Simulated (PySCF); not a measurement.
A calculated (r2SCAN, PySCF 2.14, def2-SVP, no relativity, point nucleus) atom or ion has these occupied shells.

```json
{"shell": "1s α", "electrons": "1", "orbital energy (eV)": "-13946.2", "rms radius, mean of both spins (bohr)": "0.0491"}
{"shell": "1s β", "electrons": "1", "orbital energy (eV)": "-13946.0", "rms radius, mean of both spins (bohr)": "0.0491"}
{"shell": "2s α", "electrons": "1", "orbital energy (eV)": "-1832.7", "rms radius, mean of both spins (bohr)": "0.203"}
{"shell": "2s β", "electrons": "1", "orbital energy (eV)": "-1832.7", "rms radius, mean of both spins (bohr)": "0.203"}
{"shell": "2p α", "electrons": "3", "orbital energy (eV)": "-1657.4", "rms radius, mean of both spins (bohr)": "0.179"}
{"shell": "2p β", "electrons": "3", "orbital energy (eV)": "-1657.3", "rms radius, mean of both spins (bohr)": "0.179"}
{"shell": "3s α", "electrons": "1", "orbital energy (eV)": "-272.96", "rms radius, mean of both spins (bohr)": "0.579"}
{"shell": "3s β", "electrons": "1", "orbital energy (eV)": "-272.85", "rms radius, mean of both spins (bohr)": "0.579"}
{"shell": "3p α", "electrons": "3", "orbital energy (eV)": "-209.84", "rms radius, mean of both spins (bohr)": "0.588"}
{"shell": "3p β", "electrons": "3", "orbital energy (eV)": "-209.71", "rms radius, mean of both spins (bohr)": "0.588"}
{"shell": "3d α", "electrons": "5", "orbital energy (eV)": "-97.183", "rms radius, mean of both spins (bohr)": "0.614"}
{"shell": "3d β", "electrons": "5", "orbital energy (eV)": "-97.017", "rms radius, mean of both spins (bohr)": "0.614"}
{"shell": "4s α", "electrons": "1", "orbital energy (eV)": "-34.707", "rms radius, mean of both spins (bohr)": "1.68"}
{"shell": "4s β", "electrons": "1", "orbital energy (eV)": "-33.207", "rms radius, mean of both spins (bohr)": "1.68"}
{"shell": "4p α", "electrons": "3", "orbital energy (eV)": "-20.621", "rms radius, mean of both spins (bohr)": "1.99"}
{"shell": "4p β", "electrons": "2", "orbital energy (eV)": "-19.576", "rms radius, mean of both spins (bohr)": "1.99"}
```

Task: Name the element and its charge.

Result: Kr⁺ (krypton, charge +1), in [Ar] 3d10 4s2 4p5, 2P determinant.
